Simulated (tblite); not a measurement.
Compound: C4H8F3PSi.
Atom-mapped SMILES: `[F:1][C:2]([F:3])([F:4])[P:5]([SiH3:6])[CH:7]1[CH2:8][CH2:9]1` (hydrogens: H10, H11, H12 on Si6; H13 on C7; H14, H15 on C8; H16, H17 on C9)

Cartesian coordinates in Å at the GFN2-xTB level; atoms count from 1:
```
atom  x, y, z in Å
F1    -1.242    1.513   -1.443
C2    -1.219    1.678   -0.104
F3    -2.467    2.023    0.249
F4    -0.441    2.746    0.120
P5    -0.628    0.180    0.855
Si6   -2.046   -1.275   -0.125
C7     0.879   -0.094   -0.156
C8     1.926   -1.025    0.390
C9     2.192    0.441    0.350
H10   -3.388   -0.904    0.315
H11   -1.633   -2.575    0.401
H12   -1.935   -1.256   -1.585
H13    0.720   -0.100   -1.230
H14    2.441   -1.668   -0.308
H15    1.748   -1.481    1.353
H16    2.892    0.826   -0.377
H17    2.193    0.983    1.284
```

All values are computed: GFN2-xTB (tblite) harmonic vibrations without scaling, gas phase. Against measured fundamentals such values can be off by several per cent, at times by over 20. Modes of hydrogen on silicon can be 10 to 20 % off. One conformer, not necessarily the lowest.

Harmonic wavenumbers (cm⁻¹): 34.5, 40.9, 80.5, 106.7, 108.1, 141.1, 241.3, 259.4, 271.3, 304.6, 417.8, 458.1, 468.0, 477.5, 512.8, 531.7, 672.0, 681.1, 740.6, 745.4, 774.4, 802.1, 836.1, 955.1, 986.3, 1018.3, 1039.7, 1047.2, 1068.5, 1069.5, 1079.0, 1083.1, 1147.5, 1220.6, 1320.8, 1431.6, 1475.6, 2259.1, 2280.8, 2299.7, 2993.8, 3078.0, 3085.1, 3088.6, 3104.2.

A = 1406, B = 1032, C = 710.9 MHz; mass 172.008 u (most abundant isotopes); point group C1, symmetry number 1.

Task: Zero-point energy?

Result: ½Σν̃ = 23919 cm⁻¹ = 68.39 kcal/mol.

Task: Give the ideal-gas entropy at 298.15 K and 1 bar in the rigid-rotor, harmonic-oscillator model (classical rotation).

Result: Translation 41.36, rotation 30.12, vibration 37.52: S = 109.0 cal/(mol K).

Task: And Cp and H(298.15 K) − H(0)?

Result: Cp = 43.38 cal/(mol K), of which vibrations give 35.43 (their classical limit is 45 R = 89.4); H(298.15 K) − H(0) = 7.96 kcal/mol without the zero-point energy, 5.59 from vibrations.

Task: Which modes carry the vibrational entropy at 298.15 K?

Result: 34.5 cm⁻¹: 5.55; 40.9 cm⁻¹: 5.22; 80.5 cm⁻¹: 3.88; 106.7 cm⁻¹: 3.33; 108.1 cm⁻¹: 3.30; 141.1 cm⁻¹: 2.79 cal/(mol K); the other 39 give 13.46 together.

Task: How do the functions run with temperature in this model?

Result: 
```
T (K)  S (cal/(mol K))  Cp (cal/(mol K))  H − H(0) (kcal/mol)  G − H(0) (kcal/mol)  ln q(vib)
  100             75.5              21.6                 1.50                -6.05       2.84
  200             93.9              32.7                 4.22               -14.56       6.27
  300            109.3              43.6                 8.04               -24.74       9.50
  500            135.7              59.9                18.53               -49.32      15.60
  800            167.2              73.6                38.78               -94.96      23.81
 1000            184.2              79.1                54.08              -130.14      28.68
```

q(vib) and H(0) count from the zero-point level.

Hindered rotation and anharmonicity are outside this model. Other conformers, if any are populated, would add a mixing term that is left out. The structure is chiral; the term R ln 2 for an equal mix with its mirror image is left out.

Hardware: one thread, Arm Neoverse V1 (aarch64), no GPU, shared host. Cost: 0.73 s wall. This covers the Hessian and the dipole derivatives.
